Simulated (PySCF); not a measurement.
## BBr: energy against distance

Set-up: basis B jorge-DZP-DKH, Br jorge-DZP-DKH; spin-free X2C with a Gaussian nucleus; PySCF 2.14. Energies in eV from B + Br in their ground configurations at the same level. All curves are PBE0. state 1: ¹Σ⁺ (singlet), closed shell; state 2: ³Π (triplet), unpaired electrons σ ↑, π ↑, a second solution, started from another occupation.

```json
{"R (Å)": "1.631", "state 1": "-3.624", "state 2": "-1.675"}
{"R (Å)": "1.707", "state 1": "-4.124", "state 2": "-2.170"}
{"R (Å)": "1.783", "state 1": "-4.395", "state 2": "-2.418"}
{"R (Å)": "1.840", "state 1": "-4.488", "state 2": "-2.486"}
{"R (Å)": "1.897", "state 1": "-4.512", "state 2": "-2.480"}
{"R (Å)": "1.954", "state 1": "-4.483", "state 2": "-2.417"}
{"R (Å)": "2.030", "state 1": "-4.384", "state 2": "-2.271"}
{"R (Å)": "2.125", "state 1": "-4.193", "state 2": "-2.026"}
{"R (Å)": "2.239", "state 1": "-3.904", "state 2": "-1.688"}
{"R (Å)": "2.390", "state 1": "-3.473", "state 2": "-1.238"}
```

Problem. Put a parabola through the three lowest points of the state 1 curve and estimate Re, k and ωe (reduced mass 9.662 u; 1 eV/Å² = 0.16022 mdyn/Å; ωe = 1302.8·√(k/μ) cm⁻¹).

Solution. Through R = 1.84, 1.897, 1.954 Å the second-order coefficient is 8.16 eV/Å², so Re ≈ 1.894 Å, k ≈ 2.61 mdyn/Å and ωe ≈ 678 cm⁻¹. A polynomial fit of higher order to the unrounded PBE0 energies gives Re = 1.892 Å, k = 2.68 mdyn/Å, ωe = 686 cm⁻¹; anharmonicity and rounding make the difference.

The higher-order fit for each curve: state 1: Re = 1.892 Å, ωe = 686 cm⁻¹, De = 4.51 eV; state 2: Re = 1.862 Å, ωe = 761 cm⁻¹, minimum 2.49 eV below the ground-state fragments.
